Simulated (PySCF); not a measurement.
## Excited states of SMILES c1c(Cc2ccc(C#N)cc2)cccc1, C₁₄H₁₁N

Method used: TDA wB97X-D/def2-SVP excited states, vertical, gas phase in PySCF. Geometry: GFN2-xTB.

Input:
```
{"job": {"kind": "states", "xc": "wB97X-D", "basis": "def2-SVP", "tda": true, "soc": true, "nstates": 5, "ntriplets": 5, "nquad": 4}, "charge": 0, "multiplicity": 1}
N      5.324649    -2.117582    -0.625890
C      4.377744    -1.472751    -0.574798
C      3.216469    -0.670746    -0.506479
C      3.131022     0.345939     0.443983
C      1.997264     1.132047     0.506251
C      0.938778     0.925811    -0.370469
C     -0.311855     1.758170    -0.296580
C     -1.469210     0.894597     0.139372
C     -2.503276     0.584800    -0.732184
C     -3.542774    -0.234867    -0.326893
C     -3.556270    -0.756690     0.954336
C     -2.526623    -0.454667     1.829963
C     -1.490189     0.365233     1.424106
C      1.031628    -0.095696    -1.312086
C      2.156331    -0.889892    -1.387865
H      3.954290     0.510953     1.123613
H      1.938546     1.920619     1.242802
H     -0.171227     2.575769     0.413700
H     -0.524082     2.185957    -1.278948
H     -2.500715     0.990754    -1.734392
H     -4.343114    -0.467084    -1.014211
H     -4.364935    -1.398871     1.269583
H     -2.531938    -0.860226     2.831103
H     -0.685666     0.596353     2.107811
H      0.207553    -0.266220    -1.989233
H      2.226555    -1.677985    -2.123320
```
Coordinates are in Å.

Command: `OMP_NUM_THREADS=1 python excited_run.py task.json out`

(1) Show the output.

Results:

(1) H and L stand for HOMO and LUMO.
```
coarse grid: 23088 points
cycle   1  E = -594.0254078181  dE =  3.440e+00  |g| = 5.520e-01  |ddm| = 6.615e+00
cycle   2  E = -593.9786535762  dE =  4.675e-02  |g| = 7.892e-01  |ddm| = 1.404e+00
cycle   3  E = -594.1131077164  dE = -1.345e-01  |g| = 7.525e-02  |ddm| = 6.411e-01
cycle   4  E = -594.1143930337  dE = -1.285e-03  |g| = 4.119e-02  |ddm| = 1.432e-01
cycle   5  E = -594.1148154541  dE = -4.224e-04  |g| = 9.272e-03  |ddm| = 6.646e-02
cycle   6  E = -594.1148372146  dE = -2.176e-05  |g| = 2.719e-03  |ddm| = 1.552e-02
cycle   7  E = -594.1148395897  dE = -2.375e-06  |g| = 7.861e-04  |ddm| = 4.988e-03
final grid: 227000 points
cycle   8  E = -594.2071166168  dE = -1.267e-04  |g| = 4.780e-03  |ddm| = 6.864e-02
cycle   9  E = -594.2071150019  dE =  1.615e-06  |g| = 5.972e-03  |ddm| = 1.182e-02
cycle  10  E = -594.2071224365  dE = -7.435e-06  |g| = 1.079e-03  |ddm| = 4.971e-03
cycle  11  E = -594.2071226863  dE = -2.497e-07  |g| = 3.926e-04  |ddm| = 1.744e-03
cycle  12  E = -594.2071227281  dE = -4.184e-08  |g| = 7.263e-05  |ddm| = 5.756e-04
cycle  13  E = -594.2071227301  dE = -1.972e-09  |g| = 3.054e-05  |ddm| = 1.546e-04
cycle  14  E = -594.2071227306  dE = -4.650e-10  |g| = 1.113e-05  |ddm| = 7.325e-05
converged SCF energy = -594.2071227306

Singlet excitations
state   eV       nm        f     d(h-e)  d(exc)  Lambda  PR(NTO)  |dmu|/D   mu/D   main configurations
  1   5.3436   232.0   0.00286   0.057   2.933   0.619   2.015    0.107    4.971   H-3->L 0.47, H->L+1 0.26, H-2->L+1 0.16
  2   5.5641   222.8   0.04546   0.243   2.968   0.688   2.081    0.960    5.760   H->L+2 0.19, H-1->L+2 0.18, H->L 0.17
  3   5.8123   213.3   0.41752   0.644   3.442   0.683   1.644    2.562    7.291   H->L 0.57, H-2->L 0.15
  4   6.3599   194.9   0.02352   1.802   4.070   0.622   1.751    7.054   11.580   H-2->L 0.30, H-1->L 0.26
  5   6.5244   190.0   0.01790   1.725   4.040   0.690   1.700                     H-2->L 0.20, H->L+1 0.19, H->L+3 0.15

Triplet excitations (Tamm-Dancoff)
state   eV     d(h-e)  d(exc)  Lambda  PR(NTO)   main configurations
  1   3.8460   0.033   2.857   0.673   1.335   H->L 0.43, H-2->L 0.34, H-3->L+1 0.10
  2   4.2586   0.016   2.464   0.703   1.982   H->L+3 0.17, H-2->L+2 0.17, H-1->L+3 0.16
  3   4.6903   0.161   2.833   0.629   1.667   H-3->L 0.64, H->L+1 0.13, H-2->L+1 0.08
  4   4.8044   0.057   2.631   0.784   1.332   H-3->L+1 0.70, H->L 0.09
  5   4.9029   0.028   2.697   0.697   1.649   H->L+2 0.33, H-1->L+3 0.21, H->L+3 0.15
S1 - T1 = 1.4977 eV

Spin-orbit couplings |<S|Hso|T>| (cm-1)
             T1       T2       T3       T4       T5
S0        0.417    0.396    0.056    0.310    0.274
S1        0.065    0.042    0.050    0.025    0.115
S2        0.225    0.177    0.139    0.089    0.114
S3        0.310    0.239    0.258    0.057    0.298
S4        1.031    0.755    0.535    0.402    0.494
S5        1.111    0.777    0.223    0.582    0.399
T1 sublevels (cm-1): 0.000 0.000 0.000   radiative rates (1/s): 0.0261 0.0006 0.00195
```

It took 110 s wall time on 1 thread of an Arm Neoverse V2, shared host, peak memory 1.3 GiB.
